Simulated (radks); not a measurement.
Cd, configuration [Kr] 4d10 5s1.5 5p0.5 (fractional occupations, a model configuration). Method: Dirac Kohn-Sham, PBEsol, spin-unpolarised, spherical densities, finite nucleus; open shells are shared between the two j in proportion to 2j + 1; Fermi nuclear charge, rms radius 4.6087 fm; computed with a radial shooting solver on a logarithmic mesh with Libxc functionals.

Normalised radial functions P(r) = r R(r) (large component), r in bohr:

r	5s1/2	5p1/2
0.001049	0.0144	0.0004
0.001654	0.0214	0.0007
0.00261	0.0312	0.0014
0.004118	0.0441	0.0027
0.006549	0.0597	0.0056
0.01033	0.0735	0.0113
0.0163	0.0766	0.0222
0.02572	0.0531	0.0406
0.04058	-0.0112	0.0650
0.06403	-0.0981	0.0798
0.101	-0.1193	0.0496
0.1607	0.0255	-0.0480
0.2535	0.1893	-0.1202
0.4	0.0252	-0.0121
0.631	-0.2863	0.1781
0.9956	-0.0785	0.1026
1.571	0.4671	-0.2278
2.478	0.6530	-0.4805
3.942	0.3984	-0.4789
6.219	0.1125	-0.2828
9.812	0.0116	-0.0929
15.48	0.0003	-0.0129

5s1/2: eigenvalue -6.378 eV, 4 radial nodes at r = 0.0381, 0.152, 0.413, 1.07 bohr, <r> = 2.84 bohr, 90 % of the charge inside 4.30 bohr. 5p1/2: eigenvalue -1.786 eV, 3 radial nodes at r = 0.132, 0.411, 1.17 bohr, <r> = 4.17 bohr, 90 % of the charge inside 6.66 bohr.
